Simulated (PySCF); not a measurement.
Excitation energy of Sc+ by level of theory

Sc+ [Ar] 3d1 4s1 (3D) → Sc+ [Ar] 4s2 (1S), as a difference of total energies. All numbers are calculated (PySCF 2.14, the spin-free X2C one-electron Hamiltonian (Gaussian nucleus), in aug-cc-pVDZ-DK (7s6p4d2f, 59 functions)). Correlated levels: valence: [Ar] frozen. The calculations carry no spin-orbit coupling.

```csv
method,excitation energy (eV),error (eV)
UHF,2.178,+0.736
MP2 (valence),1.641,+0.199
SCS-MP2 (valence),1.474,+0.032
CCSD (valence),1.372,-0.070
```

Reference: 1.442 eV (measured; NIST levels, between the centres of gravity of the two terms).

Errors of the correlated levels include the incompleteness of this basis and the frozen core.

With two correlated electrons CCSD is exact in that space.
